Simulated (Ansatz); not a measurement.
Diatomic GeCl, multiplicity 2 (the spin of the measured ground state). No spin–orbit coupling. Ge is treated without relativity.

```
level                 bond energy D_e (kcal/mol)
--------------------  --------------------------
SVWN5/def2-TZVPP                          114.60
PBE/def2-TZVPP                             99.74
r2SCAN/def2-TZVPP                          97.64
B97M-V/def2-TZVPP                          99.53
B3LYP/def2-TZVPP                           93.87
PBE0/def2-TZVPP                            95.57
BHLYP/def2-TZVPP                           89.05
CAM-B3LYP/def2-TZVPP                       93.29
wB97X-V/def2-TZVPP                         96.80
wB97M-V/def2-TZVPP                         96.12
B2PLYP/def2-TZVPP                          93.64
CCSD/def2-TZVPP                            86.91
CCSD/def2-QZVPP                            89.93
CCSD(T)/def2-TZVPP                         90.19
CCSD(T)/def2-QZVPP                         93.58
```

The rows run from 86.91 (CCSD/def2-TZVPP) to 114.60 kcal/mol (SVWN5/def2-TZVPP). From def2-TZVPP to def2-QZVPP CCSD(T) changes by 3.39. The 11 functionals in def2-TZVPP without D3 or D4 span 25.55, from BHLYP to SVWN5.

D_e counts from the fitted minimum to each atom's lowest state at the same level, without counterpoise.

Correlated levels freeze the inner cores; with def2 sets outer-core shells near the valence are correlated too.

The values were computed with Ansatz (a program for electronic structure). Each number belongs to the level named beside it.
